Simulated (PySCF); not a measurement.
Calculation: B3LYP-D3(BJ)/def2-TZVP in PySCF. Isolated molecules, 0 K electronic values unless said otherwise. B3LYP has the VWN-RPA correlation part, as in Gaussian. Delta-SCF ions had no search for a lower state. 

Reference species (SMILES): `O=C[SiH3]` (neutral, multiplicity 1).

```
Property                                 Result
--------------------------------------  -------
vertical ionisation energy (Delta-SCF)  9.60 eV
S1 oscillator strength                    0.001
```

Changed species: `C[SiH]=O`.

**Question.** What does the change do to the vertical ionisation energy (Delta-SCF) and S1 oscillator strength?

**Answer.** the vertical ionisation energy (Delta-SCF) rises by 0.59 eV, to 10.19 eV; the S1 oscillator strength is nearly the same.
